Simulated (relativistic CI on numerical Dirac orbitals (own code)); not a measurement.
## Transition arrays of Tm29+

Method of calculation: Dirac-Coulomb-Breit CI, orbitals from a KLI potential per configuration, model QED, valence Slater integrals scaled by 0.9, whole transition arrays (own radial code, finite nucleus).

Configurations in the expansion (outside the closed core [Ar] 3d10 4s2): 4p6 4d4, 4p6 4d3 4f, 4p5 4d5, 4p6 4d3 5p, 4p6 4d3 5f. Levels of other configurations are missing.

All E1 lines from the levels of 4p6 4d4; mean and standard deviation are weighted by gf, and upper levels are sorted by their leading configuration.

| Upper configuration | Lines | Σgf | Mean (eV) | Mean (nm) | σ (eV) | Strongest line (nm) |
| --- | --- | --- | --- | --- | --- | --- |
| 4p6 4d3 4f | 2921 | 437.0 | 198.27 | 6.253 | 12.61 | 5.861 |
| 4p5 4d5 | 3149 | 624.9 | 215.71 | 5.748 | 15.68 | 5.500 |
| 4p6 4d3 5p | 1718 | 82.0 | 396.85 | 3.124 | 7.27 | 3.095 |
| 4p6 4d3 5f | 2825 | 242.9 | 546.13 | 2.270 | 6.28 | 2.282 |

Σgf per state of the lower configuration in bins of 0.2 nm over the central range (centre: value): 2.3: 1.15, 3.1: 0.35, 3.3: 0.03, 5.3: 0.16, 5.5: 1.14, 5.7: 0.81, 5.9: 0.99, 6.1: 1.01, 6.3: 0.17, 6.5: 0.15, 6.7: 0.17, 6.9: 0.13, 7.1: 0.09, 7.3: 0.04.

Problem. How do configuration mixing and the scaling of the Slater integrals move the arrays?

Solution. Slater scale 0.9, no configuration mixing: 4p6 4d3 4f 192.8 ± 8.5 eV (Σgf 455.4), 4p5 4d5 195.1 ± 25.1 eV (Σgf 526.5), 4p6 4d3 5p 397.0 ± 7.2 eV (Σgf 90.5), 4p6 4d3 5f 546.1 ± 6.3 eV (Σgf 240.1); Slater scale 1: 4p6 4d3 4f 201.6 ± 13.6 eV (Σgf 429.0), 4p5 4d5 218.8 ± 15.2 eV (Σgf 650.7), 4p6 4d3 5p 396.9 ± 7.5 eV (Σgf 81.0), 4p6 4d3 5f 546.2 ± 6.5 eV (Σgf 243.2); Slater scale 0.8: 4p6 4d3 4f 194.8 ± 11.6 eV (Σgf 454.9), 4p5 4d5 213.1 ± 15.9 eV (Σgf 588.9), 4p6 4d3 5p 396.8 ± 7.1 eV (Σgf 83.0), 4p6 4d3 5f 546.1 ± 6.1 eV (Σgf 242.6). With mixing, levels are counted to their leading configuration, so an array can shrink or vanish into another, and the sums then hold other lines.
